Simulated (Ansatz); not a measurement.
GaBH₆⁻, that is H2Ga(BH4) with one electron more. Charge -1, multiplicity 2. Geometry r2SCAN-D4/def2-TZVP, that of the neutral singlet; atoms count from 1.

```xyz
8

Ga   -0.260    1.046   -0.433
H    -0.825   -0.234    0.651
B     0.230   -0.924    0.382
H     0.946   -0.248   -0.450
H    -1.077    1.021   -1.746
H     0.265    2.242    0.397
H    -0.137   -1.903   -0.196
H     0.858   -1.001    1.394
```

The highest occupied level of the charge -1 doublet lies above zero (up to 1.87 eV). By energy differences it is unbound by 0.19 eV (vertical, against the charge 0 singlet, at PBE0-D4/def2-TZVPD) and held by the finite basis.

**Question.** Estimate the Mulliken populations from the PBE0/def2-TZVPD orbitals of Ansatz.

**Answer.** 
```json
{"atom": "Ga1", "charge (e)": "-0.67", "spin (α − β)": "1.00"}
{"atom": "H2", "charge (e)": "0.05", "spin (α − β)": "-0.04"}
{"atom": "B3", "charge (e)": "-0.12", "spin (α − β)": "0.21"}
{"atom": "H4", "charge (e)": "0.06", "spin (α − β)": "-0.05"}
{"atom": "H5", "charge (e)": "-0.08", "spin (α − β)": "-0.06"}
{"atom": "H6", "charge (e)": "-0.08", "spin (α − β)": "-0.06"}
{"atom": "H7", "charge (e)": "-0.07", "spin (α − β)": "0.00"}
{"atom": "H8", "charge (e)": "-0.07", "spin (α − β)": "0.00"}
```
Mulliken values depend strongly on the basis. With diffuse functions, as here, like atoms can get unlike values, and bond orders can come out too low or too high.

**Question.** Where does the spin sit?

**Answer.** Summed by element: Ga 1.00, H -0.21, B 0.21, of 1 unpaired in all. Largest on single atoms: Ga1 1.00, B3 0.21, H6 -0.06.

**Question.** And the Mayer bond orders between heavy atoms (over 0.3)?

**Answer.** Ga1–B3 0.74 (2.19 Å).
